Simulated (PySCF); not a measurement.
A side-by-side comparison of computed properties.

First species: C₁₀H₈.
SMILES with atom numbers: `[CH2:1]=[C:2]1[CH:3]=[CH:4][c:5]2[cH:6][cH:7][cH:8][cH:9][c:10]21` (hydrogens: H11, H12 on C1; H13 on C3; H14 on C4; H15 on C6; H16 on C7; H17 on C8; H18 on C9)

Second species: C3H9OPSi2.
Structure used (GFN2-xTB), in Å, numbered top down from 1:
```
atom  x, y, z in Å
C1    -3.4494   -0.6651   -0.0181
C2    -2.0972   -0.2352   -0.2898
C3    -0.9681    0.1181   -0.5218
Si4    0.7706    0.6775   -0.7996
P5     1.1020    2.4655    0.5225
O6     1.8020   -0.4968   -0.3588
Si7    2.5321   -1.4581    0.7225
H8    -3.6531   -1.6036   -0.5333
H9    -4.1568    0.0901   -0.3602
H10   -3.5806   -0.8133    1.0535
H11    1.0611    0.8467   -2.2256
H12    2.2100    2.9285   -0.1693
H13    0.2414    3.2829   -0.1905
H14    2.9133   -2.6271   -0.0644
H15    1.5799   -1.7775    1.7834
H16    3.6853   -0.7235    1.2408
```

Levels: PBE0/pcSseg-1 for dipole moment, HOMO energy, LUMO energy and HOMO–LUMO gap; GFN2-xTB for rotational constant A and rotational constant C. Geometries: GFN2-xTB. All species are isolated and taken at one optimised geometry, non-relativistic unless stated. Electronic properties by PySCF.

Dipoles, sizes and rotational constants follow the conformer. The torsions of the flexible species, by atom-mapped SMILES:
- `[CH3:1][C:2]#[C:3][Si@@H:4]([PH2:5])[O:6][SiH3:7]`: C3–Si4–O6–Si7 -68°, H–P5–Si4–C3 -161°, H–P5–Si4–C3 -68°

Task: Which has the higher HOMO–LUMO gap?

Result: The second: 7.00 eV against 4.53 eV, a difference of 2.47 eV.

Task: Which has the higher rotational constant C?

Result: The first: 0.893 GHz against 0.609 GHz, a difference of 0.284 GHz.

Task: Which of the two has the higher HOMO energy, and by how much?

Result: The first: -6.37 eV against -7.30 eV, a difference of 0.93 eV.

Task: Which of the two has the higher rotational constant A, and by how much?

Result: The first: 2.776 GHz against 1.458 GHz, a difference of 1.318 GHz.

Task: Which has the higher LUMO energy?

Result: The second: -0.30 eV against -1.84 eV, a difference of 1.54 eV.

Task: Which of the two has the higher dipole moment, and by how much?

Result: The second: 1.70 D against 0.52 D, a difference of 1.18 D.

On the first: The dipole matches unit charges of opposite sign 0.11 Å apart (1 e·Å = 4.8032 D). A dipole of 0.52 D is allowed in Cs, and pure rotational transitions are dipole-allowed.

On the second: The dipole equals about 5.7 × 10⁻³⁰ C·m (1 D = 3.33564 × 10⁻³⁰ C·m). GFN2-xTB frequencies show an imaginary mode (31i cm⁻¹), so this geometry is no minimum at that level.
